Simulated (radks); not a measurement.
Species: Pm. Configuration: [Xe] 4f5 6s2 (the NIST ground configuration).

Calculated with a radial shooting solver on a logarithmic mesh with Libxc functionals: Dirac Kohn-Sham, PBE, spin-unpolarised, spherical densities, point nucleus; open shells are shared between the two j in proportion to 2j + 1.

Energy parts (hartree):
part                       energy
total                 -10027.1260
kinetic                10843.8365
electron-nucleus      -24534.9689
Hartree                 3893.6781
exchange-correlation    -229.6716

Orbitals (lengths in bohr, moments of r in powers of bohr; <r^-3> diverges for s and p1/2; r(90%) holds 90 % of the orbital's charge):
| orbital | occ. | eigenvalue (hartree) | <r^-3> | r(90%) |
|---|---|---|---|---|
| 1s1/2 | 2 | -1653.029 | - | 0.0419 |
| 2s1/2 | 2 | -268.6349 | - | 0.153 |
| 2p1/2 | 2 | -254.3729 | - | 0.136 |
| 2p3/2 | 4 | -233.7841 | 8410 | 0.144 |
| 3s1/2 | 2 | -58.58015 | - | 0.382 |
| 3p1/2 | 2 | -52.47017 | - | 0.375 |
| 3p3/2 | 4 | -48.33000 | 1742 | 0.393 |
| 3d3/2 | 4 | -37.72006 | 289.4 | 0.366 |
| 3d5/2 | 6 | -36.82292 | 260.3 | 0.371 |
| 4s1/2 | 2 | -11.64765 | - | 0.852 |
| 4p1/2 | 2 | -9.32362 | - | 0.885 |
| 4p3/2 | 4 | -8.42015 | 381.0 | 0.926 |
| 4d3/2 | 4 | -4.60028 | 53.00 | 1.03 |
| 4d5/2 | 6 | -4.43971 | 47.10 | 1.04 |
| 5s1/2 | 2 | -1.53653 | - | 2.08 |
| 5p1/2 | 2 | -0.91708 | - | 2.39 |
| 5p3/2 | 4 | -0.79706 | 49.87 | 2.54 |
| 6s1/2 | 2 | -0.13019 | - | 6.46 |
| 4f5/2 | 2.14286 | -0.08880 | 5.602 | 1.87 |
| 4f7/2 | 2.85714 | -0.07156 | 5.389 | 1.92 |

The highest occupied level is 4f7/2 at -1.947 eV. For comparison, the ionisation energy in NIST's Atomic Spectra Database is 5.582 eV (measured). In exact Kohn-Sham theory the highest level is minus the ionisation energy, but local and semilocal functionals leave it too shallow, through self-interaction and a potential that decays too fast; potentials with the right tail come closer.

Beside tabulated values, note that spin-unpolarised runs miss the spin-polarisation part of the exchange energy of open shells.
